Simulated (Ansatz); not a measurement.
Ideal-gas functions of CuHS, SMILES `[SH][Cu]` at 800 K and 1 bar, from an Ansatz frequency run at PBE0-D4/def2-TZVP.

Molar mass 96.62 g/mol, point group Cs (symmetry number 1), electronic degeneracy 1, moments of inertia 1.759, 97.801, 99.56 u Å². Harmonic wavenumbers (cm⁻¹, unscaled): 382, 597, 2689.

Use S(trans) = R[1.5 ln M + 2.5 ln T − 1.1517]; rotational temperatures θ = 24.2544 K / I; S(rot) = R[ln(√π/σ · √(T³/θAθBθC)) + 1.5]; for each mode x = 1.438777 ν̃/T, S = R[x/(eˣ − 1) − ln(1 − e⁻ˣ)] and H = RT x/(eˣ − 1); 1 cm⁻¹ = 0.0119627 kJ/mol; R = 8.31446 J/(mol·K).

Task: By hand: the entropy, in J/(mol·K).

Result: Translation 186.4. Rotation: θ = 13.7887, 0.248, 0.2436 K, giving 101.4. Vibration, mode by mode: 11.60, 8.11, 0.39, in all 20.1. Electronic 0.0. Sum 307.9 J/(mol·K).

Task: By hand: H − E and G − E in kJ/mol, counted from the electronic energy.

Result: Zero-point energy ½ × 3668 × 0.0119627 = 21.9; thermal vibration 8.6; translation, rotation and pV give 4 RT = 26.6. H − E = 57.1 kJ/mol, and G − E = 57.1 − 800 × 307.9/1000 = -189.2 kJ/mol.

Vibration gives 7 % of the entropy.
